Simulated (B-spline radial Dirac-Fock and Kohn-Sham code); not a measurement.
**How the levels of neodymium move as electrons are removed**

Level of theory: multi-electron Dirac-Fock with separately optimised hole states, Breit and Lamb-shift corrections added in first order; a radial atomic solver. Each ion is free and in its tabulated ground configuration. No correlation.

Reference: Nd⁶⁺, [Kr] 4d10 4f2 5s2 5p4, with L1 (2s) 7229.2 eV, N1 (4s) 421.1 eV, N2 (4p1/2) 353.1 eV, N4 (4d3/2) 216.3 eV, N5 (4d5/2) 212.3 eV, Kα1 (K-L3) 37357.7 eV, Kβ1 (K-M3) 42264.4 eV, Lα1 (L3-M5) 5228.8 eV. Shifts from it, in eV (a dash: the subshell is empty, belongs to an open shell averaged over j, or its hole state is left out as unreliable):

```tsv
ion	configuration	L1 (2s)	N1 (4s)	N2 (4p1/2)	N4 (4d3/2)	N5 (4d5/2)	Kα1	Kβ1	Lα1
Nd⁷⁺	[Kr] 4d10 4f2 5s2 5p3	+18.8	+17.8	–	+17.7	+17.7	+0.44	+0.90	+0.38
Nd⁸⁺	[Kr] 4d10 4f2 5s2 5p2	?	?	?	?	?	?	?	?
Nd⁹⁺	[Kr] 4d10 4f2 5s2 5p1	+58.7	+55.3	+54.9	+54.8	+54.8	+1.49	+3.06	+1.26
Nd¹⁰⁺	[Kr] 4d10 4f2 5s2	+79.8	+74.9	+74.4	+74.3	+74.2	+2.10	+4.32	+1.79
Nd¹¹⁺	[Kr] 4d10 4f1 5s2	+111.5	+104.6	+103.8	+102.3	+102.2	+1.21	+2.25	+0.76
Nd¹²⁺	[Kr] 4d10 5s2	+145.1	+135.7	+134.4	+131.6	+131.3	+0.23	+0.06	-0.29
```

Question: Give the missing shifts for Nd⁸⁺.

Answer: L1 (2s) +38.4, N1 (4s) +36.2, N2 (4p1/2) +36.0, N4 (4d3/2) +35.9, N5 (4d5/2) +35.9, Kα1 +0.93, Kβ1 +1.92, Lα1 +0.80 (eV).

Over this range L1 (2s) moves by +145.1 eV and Kα1 by +0.2 eV: a line is a difference of two levels that shift in the same direction.

Values without a named source are computed, but for edge energies of neutral atoms, which are taken from tables.
